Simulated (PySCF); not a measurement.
Candidates: YCl₃, YBr₃, YI₃. Level: B3LYP in the def2-SVP basis family, computed in PySCF with density fitting; scalar-relativistic core potentials for atoms from Rb on, none lighter, no spin–orbit coupling; open shells unrestricted.

One of them gave a singlet of D3h symmetry with wavenumbers 41, 84 (×2), 333, 392 (×2) cm⁻¹ and a HOMO–LUMO gap of 5.41 eV.

Question: Which molecule is it?
A. YI₃
B. YCl₃
C. YBr₃

Answer: B. That is YCl₃, with Y–Cl 2.451 Å (×3). The others give YBr₃ 2.604 Å and 292 cm⁻¹ for the highest mode; YI₃ 2.820 Å and 241 cm⁻¹ for the highest mode.

Modes under 40 cm⁻¹ make the shape and entropy of YBr₃, YI₃ uncertain. Only the bonding shown was studied: isomers, or loss of a ligand pair, can lie lower.
